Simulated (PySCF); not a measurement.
Geometry (Å), atoms numbered from 1 in this order:
```xyz
21

C     2.6763   -0.9650   -1.0899
C     1.6901   -1.1321   -0.2079
C     1.1540   -0.0509    0.6822
N    -0.2501    0.2257    0.4129
Si   -0.8475    0.6010   -1.1950
C    -2.5712    1.2258   -0.7287
C    -3.0144    0.4721    0.5419
Si   -1.4897    0.2981    1.6445
H     3.0192   -1.7817   -1.7306
H     3.1790    0.0016   -1.2018
H     1.1893   -2.1048   -0.1256
H     1.7734    0.8587    0.5633
H     1.2685   -0.3661    1.7354
H    -0.9000   -0.5917   -2.1011
H    -0.0035    1.6372   -1.8719
H    -3.3022    1.1323   -1.5483
H    -2.4783    2.3049   -0.5146
H    -3.3558   -0.5456    0.2850
H    -3.8582    0.9679    1.0488
H    -1.3168    1.4642    2.5755
H    -1.4953   -0.9345    2.4972
```

Geometry: PBE0-D3(BJ)/def2-SVP; GIAO absolute shieldings from PySCF, gas phase, non-relativistic, averaged over equivalent atoms.

At PBE0/pcSseg-1 (215 basis functions, 80 s wall time on 1 thread of an Arm Neoverse N1, shared host):
```json
{"atoms": "C2", "σ (ppm)": "35.4"}
{"atoms": "C1", "σ (ppm)": "60.2"}
{"atoms": "C3", "σ (ppm)": "133.0"}
{"atoms": "C6/C7", "σ (ppm)": "177.2"}
{"atoms": "N4", "σ (ppm)": "241.7"}
{"atoms": "Si5/Si8", "σ (ppm)": "370.1"}
{"atoms": "H11", "σ (ppm)": "25.10"}
{"atoms": "H10", "σ (ppm)": "25.75"}
{"atoms": "H9", "σ (ppm)": "25.92"}
{"atoms": "H14/H15/H20/H21", "σ (ppm)": "26.52"}
{"atoms": "H12/H13", "σ (ppm)": "27.73"}
{"atoms": "H16/H17/H18/H19", "σ (ppm)": "30.22"}
```

Predict the values at B97-2/pcSseg-1 on the same geometry.

Results:


```json
{"atoms": "C2", "σ at B97-2/pcSseg-1": "38.2", "change": "+2.8"}
{"atoms": "C1", "σ at B97-2/pcSseg-1": "62.8", "change": "+2.6"}
{"atoms": "C3", "σ at B97-2/pcSseg-1": "132.7", "change": "-0.3"}
{"atoms": "C6/C7", "σ at B97-2/pcSseg-1": "176.1", "change": "-1.1"}
{"atoms": "N4", "σ at B97-2/pcSseg-1": "240.4", "change": "-1.3"}
{"atoms": "Si5/Si8", "σ at B97-2/pcSseg-1": "376.6", "change": "+6.5"}
{"atoms": "H11", "σ at B97-2/pcSseg-1": "25.28", "change": "+0.18"}
{"atoms": "H10", "σ at B97-2/pcSseg-1": "25.93", "change": "+0.18"}
{"atoms": "H9", "σ at B97-2/pcSseg-1": "26.10", "change": "+0.18"}
{"atoms": "H14/H15/H20/H21", "σ at B97-2/pcSseg-1": "26.73", "change": "+0.21"}
{"atoms": "H12/H13", "σ at B97-2/pcSseg-1": "27.86", "change": "+0.13"}
{"atoms": "H16/H17/H18/H19", "σ at B97-2/pcSseg-1": "30.35", "change": "+0.13"}
```

The largest change is at Si5/Si8 (silicon bonded to C, N, 2 H, in a 5-membered ring). Cost: 215 basis functions, 75 s wall time on 1 thread of an Arm Neoverse N1, shared host. The order of the carbon signals is the same at both levels.
